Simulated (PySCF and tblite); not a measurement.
Values are calculated unless marked as measured or tabulated.
Conformers and averaged properties: C6H9FO, numbered as in [O:1]=[C:2]1[CH2:3][CH2:4][CH2:5][CH2:6][C@@H:7]1[F:8]

Search: ETKDG and KDG, MMFF94s, GFN2-xTB, 90 starts; geometries at PBE0-D3(BJ)/def2-SVP. Free energies are PBE0-D3(BJ)/def2-TZVP single points with GFN2-xTB rigid-rotor and vibrational terms (modes under about 100 cm⁻¹ blended into free rotors). Symmetry numbers and mirror images are counted. Conformers within 4 kcal/mol (GFN2-xTB free energy) were kept, 5 at most. GIAO shieldings: PBE0/pcSseg-1. Shifts are against TMS (¹H), TMS (¹³C), CFCl3 (¹⁹F) at the same level; of two unlike H on one atom, a is the less shielded. Programs: PySCF with density fitting and tblite.

The 6-ring runs over atoms 2–3–4–5–6–7.

```
conformer                                                                           shape  symmetry  E(GFN2) kcal/mol  E(DFT) kcal/mol  G(298.15 K) kcal/mol  weight %  dipole D
        1                                      6-ring chair (all substituents equatorial)        C1              1.45             0.00                  0.00      57.3      4.51
        2                                                         6-ring chair (F8 axial)        C1              0.00             0.01                  0.18      42.6      2.90
        3                   6-ring twist-boat (ring torsions -33, 63, -28, -32, 64, -28°)        C1              2.81             3.89                  3.84       0.1      2.72
        4  6-ring between boat and twist-boat (ring torsions 56, -39, -18, 61, -45, -12°)        C1              4.47             4.33                  4.04       0.1      4.51
```

Weights (%) against temperature:

```
 T (K)     1     2    3    4  S(mix) cal/mol/K
   200  60.1  39.9  0.0  0.0              1.34
   250  58.4  41.5  0.0  0.0              1.36
298.15  57.3  42.6  0.1  0.1              1.38
   350  56.3  43.3  0.2  0.2              1.41
   400  55.5  43.7  0.4  0.4              1.46
```

Averaged shifts at 298.15 K. ¹H: 4.45 (H7, 1H), 2.50 (H3a, 1H), 2.04 (H3b, 1H), 1.93 (H6a, 1H), 1.91 (H6b, 1H), 1.87 (H5a, 1H), 1.69 (H4a, 1H), 1.68 (H4b, 1H), 1.45 (H5b, 1H) ppm. ¹³C: 210.4 (C2), 94.1 (C7), 41.6 (C3), 36.9 (C6), 29.9 (C4), 23.9 (C5) ppm. ¹⁹F: -211.4 (F8) ppm.

Coordinates of conformer 1 (Å):

```xyz
17

O    -1.002    2.478    0.167
C    -0.647    1.379   -0.169
C    -1.523    0.147   -0.093
C    -0.832   -0.978    0.683
C     0.556   -1.266    0.124
C     1.417   -0.009    0.105
C     0.757    1.107   -0.694
F     1.512    2.240   -0.648
H    -1.722   -0.192   -1.126
H    -2.483    0.441    0.354
H    -1.457   -1.885    0.663
H    -0.745   -0.682    1.743
H     0.465   -1.668   -0.901
H     1.054   -2.049    0.717
H     1.571    0.363    1.133
H     2.415   -0.206   -0.317
H     0.658    0.793   -1.752
```

Coordinates of conformer 2 (Å):

```xyz
17

O     2.019    1.614   -0.559
C     1.224    0.909    0.011
C    -0.055    1.393    0.642
C    -1.246    0.714   -0.051
C    -1.111   -0.806   -0.061
C     0.215   -1.252   -0.673
C     1.383   -0.608    0.055
F     1.358   -1.010    1.380
H    -0.099    2.488    0.568
H    -0.039    1.107    1.708
H    -1.310    1.084   -1.089
H    -2.183    1.014    0.444
H    -1.950   -1.259   -0.612
H    -1.169   -1.189    0.972
H     0.327   -2.347   -0.634
H     0.270   -0.959   -1.735
H     2.359   -0.880   -0.376
```

Unscaled ¹⁹F shifts at such levels can be off by tens of ppm; differences between conformers or isomers are more reliable. Shifts are unscaled: against experiment ¹³C can be off by 15 ppm or more and ¹H by 0.8 ppm.

Search and properties took 4 min on 1 thread of Arm Neoverse V2, shared host (rough), launched as `OMP_NUM_THREADS=1 python ens_run.py task.json out`.
